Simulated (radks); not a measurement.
The numbers below are computed, except where a source is named.
Task: These are the eigenvalues of the occupied orbitals of an atom or ion with whole-number occupations (eV). Level of theory: Dirac Kohn-Sham, BLYP, spin-unpolarised, spherical densities, finite nucleus; Fermi nuclear charge, rms radius of each element as measured or else 0.836 A^(1/3) + 0.57 fm (a radial shooting solver on a logarithmic mesh with Libxc functionals).

1s1/2: -35801.07
2s1/2: -5636.796
2p1/2: -5305.207
2p3/2: -4952.772
3s1/2: -1193.079
3p1/2: -1054.485
3p3/2: -986.9579
3d3/2: -743.2101
3d5/2: -728.8702
4s1/2: -246.7233
4p1/2: -196.9694
4p3/2: -183.1459
4d3/2: -102.1864
4d5/2: -99.8869
5s1/2: -51.3202
5p1/2: -38.2859
5p3/2: -36.3015
7f5/2: -3.0670

Which element is it, and in what charge state? The configuration may be excited. Open shells, if any, fill j = l - 1/2 first.

Result: Z = 55, caesium, charge +2: Cs2+ in [Kr] 4d10 5s2 5p4 7f1. The list shows which subshells hold electrons but not how many an open one holds; the 1s level, -1315.7 hartree, gives Z - s = 51.3 by -(Z - s)^2/2, which with screening and relativity narrows Z to a few neighbours, and the depths of the outer levels then fix element, charge and occupations together.
